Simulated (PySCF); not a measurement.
# Relaxation of quartet RuO(OH)

These are results of PySCF, UPBE0, basis Ru def2-TZVP with ECP28, O def2-TZVP, H def2-TZVP (scalar-relativistic core potentials, no spin–orbit coupling, density fitting), not measurements. A (50,194) grid was used.

A hand-made bent (heavy-atom frame) start, with no symmetry imposed:

```xyz
4
charge 0 multiplicity 4, angstrom
Ru    0.0318   -0.0055   -0.2548
O     1.4325   -0.0055    0.7260
O    -1.5082   -0.0055    0.8235
H    -2.0137    0.7299    1.1775
```

Optimiser trace:
```json
{"step": "0", "E − E(last) (kJ/mol)": "26.67", "largest gradient (Eh/bohr)": "0.04285"}
{"step": "1", "E − E(last) (kJ/mol)": "9.65", "largest gradient (Eh/bohr)": "0.01159"}
{"step": "2", "E − E(last) (kJ/mol)": "0.74", "largest gradient (Eh/bohr)": "0.00365"}
{"step": "3", "E − E(last) (kJ/mol)": "0.41", "largest gradient (Eh/bohr)": "0.00889"}
{"step": "4", "E − E(last) (kJ/mol)": "0.25", "largest gradient (Eh/bohr)": "0.00589"}
{"step": "5", "E − E(last) (kJ/mol)": "0.02", "largest gradient (Eh/bohr)": "0.00174"}
{"step": "6", "E − E(last) (kJ/mol)": "0.00", "largest gradient (Eh/bohr)": "0.00055"}
{"step": "7", "E − E(last) (kJ/mol)": "0.00", "largest gradient (Eh/bohr)": "0.00014"}
```

It ends at C1 with O–H 0.963 Å, Ru–O 1.670 Å, Ru–O 1.871 Å; H–O–Ru 116.6°, O–Ru–O 129.4° (after a last refinement on a finer grid). A frequency run shows a minimum.

Final geometry:
```xyz
4
charge 0 multiplicity 4, angstrom
Ru    0.0346    0.0063   -0.1882
O     1.5531   -0.0200    0.5063
O    -1.6468   -0.0723    0.6286
H    -1.9663    0.7386    1.0381
```

With open d or f shells other occupations or spin states may lie lower. At this level a doublet minimum of Cs symmetry lies 4 kJ/mol below this structure.
